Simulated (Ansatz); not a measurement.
Relaxation of CH2BO2 (6 atoms, charge -1, multiplicity 1), to a largest force component of 0.015 eV/Å in at most 40 steps.

Computed with RKS LDA/def2-SVP in Ansatz.

```xyz
6
Properties=species:S:1:pos:R:3
O -0.629 0.851 -1.012
C -0.733 -0.124 0.147
B -2.124 -0.732 0.155
O -2.020 0.302 0.991
H -1.182 0.458 -1.694
H -3.049 -1.456 -0.056
```

**Question.** Where does it end, and by what steps?

**Answer.** The forces met the threshold. Limits of this set-up: an anion without diffuse functions, the dipole of an ion depends on the origin. After 19 steps the energy has fallen by 1.513 eV; H5 moved furthest, 1.28 Å. Parted: C2–O4.

```
step  energy less start (eV)  largest force component (eV/Å)  accepted
   0                  0.0000                           1.595       yes
   1                 -0.1150                           1.319       yes
   2                 -0.1546                           2.166       yes
   3                 -0.3156                           1.723       yes
   4                 -0.5544                           0.873       yes
   5                 -0.7328                           1.293       yes
   6                 -0.7628                           1.160       yes
   7                 -0.8581                           0.358       yes
   8                 -0.9200                           0.293       yes
   9                 -0.9933                           0.709       yes
  10                 -1.1233                           0.829       yes
  11                 -1.3197                           0.732       yes
  12                 -1.4232                           0.764       yes
  13                 -1.4687                           0.576       yes
  14                 -1.5078                           0.363       yes
  15                 -1.5085                           0.488       yes
  16                 -1.5127                           0.123       yes
  17                 -1.5132                           0.044       yes
  18                 -1.5132                           0.031       yes
  19                 -1.5133                           0.006       yes
```

```xyz
6
Properties=species:S:1:pos:R:3
O -0.427 0.543 -1.012
C -0.581 -0.701 -0.697
B -2.076 -0.609 0.091
O -2.514 0.628 0.097
H -1.430 0.992 -0.554
H -2.709 -1.554 0.607
```

Time of the run: 21 s on 1 thread of Arm Neoverse V2 (shared host), peak memory 0.12 GiB.
